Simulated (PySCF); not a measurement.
Electronic structure of Ca (calcium, neutral) at the r2SCAN0 level

Configuration: [Ar] 4s1 4p1, high-spin 3P determinant (an excited configuration). Calculation: PySCF 2.14, in x2c-TZVPPall with one added diffuse shell each of s, p, d type (7s6p4d, 45 functions); the spin-free X2C one-electron Hamiltonian (Gaussian nucleus).

```
Total energy                                                  : -680.337 hartree
One-electron energy                                           : -929.854 hartree
Hartree (Coulomb) energy                                      : 285.760 hartree
Exchange-correlation energy                                   : -36.243 hartree
⟨S²⟩                                                          : 2.0001
⟨L²⟩                                                          : 2.032
Sum of ⟨r⟩                                                    : 21.67 bohr
Sum of ⟨r²⟩                                                   : 61.50 bohr²
Traceless quadrupole moment −½Σ⟨3z² − r²⟩ along its main axis : -12.5 e·bohr²
Langevin diamagnetic susceptibility                           : -48.7 ×10⁻⁶ cm³/mol
```

| shell | electrons | mean orbital energy (hartree) | spread (hartree) | rms radius, mean of both spins (bohr) |
| --- | --- | --- | --- | --- |
| 1s α | 1 | -146.85765 | 0 | 0.0889 |
| 1s β | 1 | -146.85541 | 0 | 0.0889 |
| 2s α | 1 | -15.88281 | 0 | 0.394 |
| 2s β | 1 | -15.88028 | 0 | 0.394 |
| 2p α | 3 | -12.79644 | 0.00004 | 0.364 |
| 2p β | 3 | -12.79403 | 0.00223 | 0.364 |
| 3s α | 1 | -1.95539 | 0 | 1.24 |
| 3s β | 1 | -1.94866 | 0 | 1.24 |
| 3p α | 3 | -1.17657 | 0.00551 | 1.38 |
| 3p β | 3 | -1.17135 | 0.00901 | 1.38 |
| 4s α | 1 | -0.20011 | 0 | 4.20 |
| 4p α | 1 | -0.10362 | 0 | 5.32 |

Densities and radii are taken from the X2C orbitals without a picture-change correction, which distorts them close to the nucleus.
